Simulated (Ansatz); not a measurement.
Ideal-gas functions of CH₅FGeSe, SMILES `C[Se][GeH2][F]` at 400 K and 1 bar, from an Ansatz frequency run at PBE0-D4/def2-TZVP.

Molar mass 187.62 g/mol, point group C1 (symmetry number 1), electronic degeneracy 1, moments of inertia 94.342, 338.942, 374.975 u Å². Harmonic wavenumbers (cm⁻¹, unscaled): 51, 111, 135, 178, 306, 487, 607, 667, 681, 778, 838, 920, 933, 1309, 1462, 1471, 2159, 2187, 3080, 3180, 3188.

Use S(trans) = R[1.5 ln M + 2.5 ln T − 1.1517]; rotational temperatures θ = 24.2544 K / I; S(rot) = R[ln(√π/σ · √(T³/θAθBθC)) + 1.5]; for each mode x = 1.438777 ν̃/T, S = R[x/(eˣ − 1) − ln(1 − e⁻ˣ)] and H = RT x/(eˣ − 1); 1 cm⁻¹ = 0.0119627 kJ/mol; R = 8.31446 J/(mol·K).

**Question.** By hand: the entropy, in J/(mol·K).

**Answer.** Translation 180.2. Rotation: θ = 0.2571, 0.0716, 0.0647 K, giving 119.9. Vibration, mode by mode: 22.43, 16.00, 14.40, 12.16, 7.92, 4.64, 3.30, 2.78, 2.68, 2.03, 1.71, 1.35, 1.30, 0.43, 0.27, 0.26, 0.03, 0.03, 0.00, 0.00, 0.00, in all 93.7. Electronic 0.0. Sum 393.8 J/(mol·K).

**Question.** By hand: H − E and G − E in kJ/mol, counted from the electronic energy.

**Answer.** Zero-point energy ½ × 24728 × 0.0119627 = 147.9; thermal vibration 18.5; translation, rotation and pV give 4 RT = 13.3. H − E = 179.7 kJ/mol, and G − E = 179.7 − 400 × 393.8/1000 = 22.2 kJ/mol.

Vibration gives 24 % of the entropy, 52.8 J/(mol·K) of it from the modes under 150 cm⁻¹: soft modes count most, and the harmonic formula is weakest for them. The sum counts one conformer and one mirror image; others add a mixing term.
